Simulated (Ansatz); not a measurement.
Na2Cl3. The state is a doublet with charge 0. Geometry PBE-D4/def2-SVP; atoms count from 1.

```xyz
5

Na   -0.755    2.611   -0.227
Na    0.274   -0.979    0.094
Cl    1.079   -3.410    0.131
Cl   -1.816    0.387   -0.754
Cl    1.218    1.391    0.756
```

Another isomer (doublet) lies 0.88 eV lower at PBE0-D4/def2-TZVP; other spin states weren't run for this one.

Estimate the Mulliken populations from the PBE0/def2-TZVP orbitals of Ansatz.


| atom | charge (e) | spin (α − β) |
| --- | --- | --- |
| Na1 | 0.69 | -0.01 |
| Na2 | 0.63 | -0.02 |
| Cl3 | -0.26 | 0.61 |
| Cl4 | -0.53 | 0.21 |
| Cl5 | -0.53 | 0.21 |
Mulliken values and Mayer orders depend strongly on the basis.

Where does the spin sit?

Summed by element: Na -0.03, Cl 1.03, of 1 unpaired in all. Largest on single atoms: Cl3 0.61, Cl5 0.21, Cl4 0.21.
